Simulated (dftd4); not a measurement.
HAl, charge +1, doublet, geometry from GFN2-xTB (such geometries of metal compounds can be far from the true shape) (a state made from the parent by changing its charge; the spin is typed, not shown lowest); D4 for b3lyp (dftd4 4.2.0).

Here is a job for dftd4.
```
$ dftd4 mol.xyz --func b3lyp --charge 1 --json dftd4.json --noedisp

# file mol.xyz
2

Al    -0.00000000    -0.00000000    -0.11188066
H      0.00000000     0.00000000     1.45444859
```

The log (banner, timings and long lists left out):

```
                    ____  _____ _____     ____  _  _
      -------------|  _ \|  ___|_   _|---|  _ \| || |------------
     |             | | | | |_    | | ___ | | | | || |_           |
     |             | |_| |  _|   | ||___|| |_| |__   _|          |
     |             |____/|_|     |_|     |____/   |_|            |
     |             ===================================           |
     |            E. Caldeweyher, S. Ehlert & S. Grimme          |
     |          Mulliken Center for Theoretical Chemistry        |
     |                    University of Bonn                     |
      -----------------------------------------------------------

Rational (Becke-Johnson) damping: b3lyp-D4-ATM
---------------------
  s6         1.0000
  s8         2.0293
  s9         1.0000
  a1         0.4087
  a2         4.5381
 alp        16.0000
--------------------

Dispersion energy:      -3.9451922304276E-04 Eh

[Info] JSON dump of results written to 'dftd4.json'
```
